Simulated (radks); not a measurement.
Results of a calculation; reference values are marked as such.
La+, 56 electrons, occupied as [Xe] 5d2.

Code: a radial shooting solver on a logarithmic mesh with Libxc functionals. Model: Dirac Kohn-Sham, PBE, spin-unpolarised, spherical densities, finite nucleus; open shells fill j = l - 1/2 first; Fermi nuclear charge, rms radius 4.855 fm.

Energy parts (eV):
total: -231212.93
kinetic: 247413.42
electron-nucleus: -562296.66
Hartree: 89217.39
exchange-correlation: -5547.08

Orbitals (lengths in bohr, moments of r in powers of bohr; r(max) is where P^2 peaks; r(90%) holds 90 % of the orbital's charge):
| orbital | occ. | eigenvalue (eV) | <1/r> | r(max) | r(90%) | <r^2> |
|---|---|---|---|---|---|---|
| 1s1/2 | 2 | -38719.19 | 62.01 | 0.01608 | 0.0452 | 0.0008538 |
| 2s1/2 | 2 | -6164.296 | 14.59 | 0.09109 | 0.166 | 0.01356 |
| 2p1/2 | 2 | -5813.982 | 14.57 | 0.06950 | 0.148 | 0.009960 |
| 2p3/2 | 4 | -5400.858 | 13.25 | 0.07466 | 0.156 | 0.01123 |
| 3s1/2 | 2 | -1321.311 | 5.254 | 0.2606 | 0.419 | 0.09284 |
| 3p1/2 | 2 | -1173.574 | 5.166 | 0.2473 | 0.413 | 0.08769 |
| 3p3/2 | 4 | -1093.057 | 4.837 | 0.2585 | 0.430 | 0.09532 |
| 3d3/2 | 4 | -834.2278 | 4.700 | 0.2083 | 0.404 | 0.07846 |
| 3d5/2 | 6 | -817.0031 | 4.616 | 0.2114 | 0.409 | 0.08063 |
| 4s1/2 | 2 | -269.7135 | 2.171 | 0.6087 | 0.940 | 0.4829 |
| 4p1/2 | 2 | -215.3447 | 2.067 | 0.6192 | 0.981 | 0.5176 |
| 4p3/2 | 4 | -198.2180 | 1.960 | 0.6433 | 1.02 | 0.5594 |
| 4d3/2 | 4 | -109.0753 | 1.741 | 0.6675 | 1.15 | 0.6735 |
| 4d5/2 | 6 | -106.1015 | 1.715 | 0.6754 | 1.16 | 0.6905 |
| 4f5/2 | 0 | -8.1501 | 1.140 | 0.7420 | 2.08 | 1.899 |
| 4f7/2 | 0 | -7.8773 | 1.129 | 0.7468 | 2.10 | 1.950 |
| 5s1/2 | 2 | -42.5571 | 0.8494 | 1.412 | 2.25 | 2.749 |
| 5p1/2 | 2 | -27.9307 | 0.7471 | 1.548 | 2.57 | 3.513 |
| 5p3/2 | 4 | -25.4691 | 0.7089 | 1.614 | 2.69 | 3.847 |
| 5d3/2 | 2 | -7.2217 | 0.4537 | 2.216 | 4.50 | 9.771 |
| 5d5/2 | 0 | -7.0307 | 0.4450 | 2.253 | 4.58 | 10.14 |
| 6s1/2 | 0 | -7.4326 | 0.3009 | 3.691 | 6.08 | 19.79 |

The highest occupied level is 5d3/2 at -7.222 eV. The configuration is held as typed, so some empty levels lie below it. The density falls to 0.001 e/bohr^3 at r = 4.40 bohr. The electron density at the nucleus is 3.517e+05 e/bohr^3. For comparison, the ionisation energy in NIST's Atomic Spectra Database is 11.185 eV (measured). In exact Kohn-Sham theory the highest level is minus the ionisation energy, but local and semilocal functionals leave it too shallow, through self-interaction and a potential that decays too fast; potentials with the right tail come closer. Summed over all electrons, <r^2> = 60.17 bohr^2, which gives a Langevin (diamagnetic) susceptibility term of -47.7 x 10^-6 cm^3/mol.

Beside tabulated values, note that spin-unpolarised runs miss the spin-polarisation part of the exchange energy of open shells.
